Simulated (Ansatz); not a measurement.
CH$_{9}$BN$_{2}$Si, SMILES `CB[SiH](N)N` at its PBE0-D4/def2-TZVP geometry, where that method's forces vanish. Charge 0, multiplicity 1.

```tsv
atom	x (Å)	y (Å)	z (Å)
C1	1.728	1.095	0.649
B2	1.195	-0.324	0.297
Si3	-0.604	-0.711	-0.539
N4	-1.222	0.759	-1.181
N5	-1.750	-1.304	0.613
H6	2.339	1.138	1.555
H7	0.990	1.898	0.659
H8	2.429	1.318	-0.176
H9	1.902	-1.261	0.560
H10	-0.521	-1.840	-1.521
H11	-2.094	0.797	-1.685
H12	-0.601	1.503	-1.451
H13	-1.829	-2.294	0.777
H14	-1.963	-0.773	1.442
```

(1) For each bond, give half the difference of the two atoms' forces along it (eV/Å; positive pushes the atoms apart) under PBE-D4, r2SCAN-D4, B3LYP-D4, ωB97M-V in def2-TZVPP. (Estimate.)

Answers

(1) Ansatz gave: 
```json
{"bond": "C1–B2", "length (Å)": "1.556", "PBE-D4": "-0.05", "r2SCAN-D4": "0.03", "B3LYP-D4": "0.10", "ωB97M-V": "0.12"}
{"bond": "C1–H6", "length (Å)": "1.093", "PBE-D4": "0.13", "r2SCAN-D4": "-0.01", "B3LYP-D4": "-0.03", "ωB97M-V": "-0.07"}
{"bond": "C1–H7", "length (Å)": "1.092", "PBE-D4": "0.12", "r2SCAN-D4": "-0.01", "B3LYP-D4": "-0.03", "ωB97M-V": "-0.06"}
{"bond": "C1–H8", "length (Å)": "1.105", "PBE-D4": "0.16", "r2SCAN-D4": "0.01", "B3LYP-D4": "-0.03", "ωB97M-V": "-0.05"}
{"bond": "B2–Si3", "length (Å)": "2.021", "PBE-D4": "-0.22", "r2SCAN-D4": "-0.07", "B3LYP-D4": "-0.03", "ωB97M-V": "-0.01"}
{"bond": "B2–H9", "length (Å)": "1.204", "PBE-D4": "0.10", "r2SCAN-D4": "-0.01", "B3LYP-D4": "-0.13", "ωB97M-V": "-0.13"}
{"bond": "Si3–N4", "length (Å)": "1.719", "PBE-D4": "0.08", "r2SCAN-D4": "0.02", "B3LYP-D4": "0.11", "ωB97M-V": "0.11"}
{"bond": "Si3–N5", "length (Å)": "1.730", "PBE-D4": "0.17", "r2SCAN-D4": "0.06", "B3LYP-D4": "0.10", "ωB97M-V": "0.03"}
{"bond": "Si3–H10", "length (Å)": "1.498", "PBE-D4": "0.03", "r2SCAN-D4": "-0.03", "B3LYP-D4": "-0.12", "ωB97M-V": "-0.16"}
{"bond": "N4–H11", "length (Å)": "1.007", "PBE-D4": "0.19", "r2SCAN-D4": "0.02", "B3LYP-D4": "-0.01", "ωB97M-V": "-0.02"}
{"bond": "N4–H12", "length (Å)": "1.006", "PBE-D4": "0.20", "r2SCAN-D4": "0.02", "B3LYP-D4": "-0.02", "ωB97M-V": "-0.03"}
{"bond": "N5–H13", "length (Å)": "1.007", "PBE-D4": "0.20", "r2SCAN-D4": "0.02", "B3LYP-D4": "-0.02", "ωB97M-V": "-0.03"}
{"bond": "N5–H14", "length (Å)": "1.008", "PBE-D4": "0.19", "r2SCAN-D4": "0.02", "B3LYP-D4": "-0.02", "ωB97M-V": "-0.02"}
```

B3LYP here is the variant with VWN-RPA as its local correlation; programs differ in this.
